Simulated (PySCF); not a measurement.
**Field gradients at the hydrogen positions**

Compound: C6H9FO2.
Z-matrix (Å and degrees, PBE0-D3(BJ)/def2-SVP geometry), rows numbered from 1:
```
C 
C   1  1.5035
O   2  1.4422  1  112.69
C   3  1.3893  2   92.64  1  -126.89
F   4  1.3640  3  111.86  2  -111.29
C   4  1.5268  3   92.68  2     4.93
C   6  1.5238  2  125.12  1  -114.70
O   7  1.4259  6   91.96  2   132.69
C   8  1.4225  7   91.78  6    -3.47
H   1  1.1001  2  110.06  3   -63.24
H   1  1.1008  2  110.56  3   177.43
H   1  1.1003  2  111.11  3    56.49
H   2  1.1058  1  110.63  3   123.83
H   4  1.1052  3  113.17  2   127.81
H   7  1.1027  6  115.00  2  -110.55
H   7  1.1056  6  114.38  2    16.82
H   9  1.1052  6  115.46  2   110.93
H   9  1.1050  6  114.96  2   -16.75
```

Level: PBE0/pcSseg-1 (PySCF, non-relativistic); Q(2H) = 0.00286 b; rigid geometry, the same for H and D, with no vibrational averaging.

Task: Rank these positions by the coupling χzz of a deuteron there, largest first.
A. H14 (methine hydrogen)
B. H10 (methyl hydrogen)
C. H18 (methylene hydrogen)

Result: B (196 kHz), C (185 kHz), A (179 kHz).

Task: Tabulate Vzz, the asymmetry η and χzz = 234.96 MHz × Q × Vzz for every hydrogen position.

Result: 
| atom | bonded to | bond length (Å) | Vzz (au) | η | χzz (kHz) |
| --- | --- | --- | --- | --- | --- |
| H10 | C1 | 1.100 | 0.2912 | 0.02 | 196 |
| H11 | C1 | 1.101 | 0.2903 | 0.02 | 195 |
| H12 | C1 | 1.100 | 0.2905 | 0.03 | 195 |
| H13 | C2 | 1.106 | 0.2704 | 0.03 | 182 |
| H14 | C4 | 1.105 | 0.2667 | 0.04 | 179 |
| H15 | C7 | 1.103 | 0.2761 | 0.04 | 186 |
| H16 | C7 | 1.106 | 0.2746 | 0.04 | 185 |
| H17 | C9 | 1.105 | 0.2747 | 0.04 | 185 |
| H18 | C9 | 1.105 | 0.2746 | 0.04 | 185 |

Isolated species at its PBE0-D3(BJ)/def2-SVP geometry, gas phase. The small basis limits the accuracy of the gradients.

The run behind these numbers computed NMR shieldings as well. The run took 2.2 min wall, 1.9 min CPU (grids of density and orbitals included) on one thread of an Intel Xeon at 2.50 GHz, shared host with 64 logical CPUs at a one-minute load of 52, and the process peaked at 0.90 GiB of memory.
